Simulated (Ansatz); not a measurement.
Reaction (formal hydrolysis of a Mo–Cl bond): `[OH][Mo]([Cl])([Cl])([Cl])([Cl])[Cl]` + H₂O → `[OH][Mo]([OH])([Cl])([Cl])([Cl])[Cl]` + HCl

Program: Ansatz. Geometries: PBE0-D4/def2-TZVP. ΔE: electronic, gas phase. CBS: MP2 limit from def2 TZ/QZ plus the TZ coupled-cluster correction, frozen cores. This one scheme is used for every species. Functionals use def2-TZVPP. B3LYP here is the variant with VWN-RPA as its local correlation; programs differ in this. Elements past krypton have def2 core potentials. For Mo outer-core shells are correlated without core-valence functions, which leaves a few kJ/mol of doubt a bond. One conformer a species, not always the lowest.

(1) Is it downhill or uphill in electronic energy at CCSD(T)/CBS, and by how much? (Best estimate.)

(2) What do these levels give: r2SCAN-D4, B3LYP, r2SCANh, BHLYP, SCS-MP2/def2-QZVPP, HF/CBS(def2)? (Estimate.)

Largest T1 diagnostic among the species: 0.028, so the coupled-cluster value is less sure than usual.

Answers

(1) The calculation gave: Nearly level: ΔE = -0.02 eV.

(2) The calculation gave: r2SCAN-D4 -0.02, B3LYP -0.06, r2SCANh -0.03, BHLYP -0.12, SCS-MP2/def2-QZVPP 0.04, HF/CBS(def2) -0.20 eV.

In def2-TZVPP, CCSD(T) changes the Hartree–Fock value by +0.14 eV (the triples alone add +0.07 eV) and MP2 by +0.34 eV. From BLYP to BHLYP (50 % exact exchange), in def2-TZVPP and without D4, ΔE moves by −0.08 eV. Leaving LDA and LC-ωPBE aside and taking each functional with its dispersion term where it has one, the values, not all of them listed here, spread over 0.26 eV, from ωB97X-V to revPBE-D4. LDA lies −0.03 eV from PBE without D4.
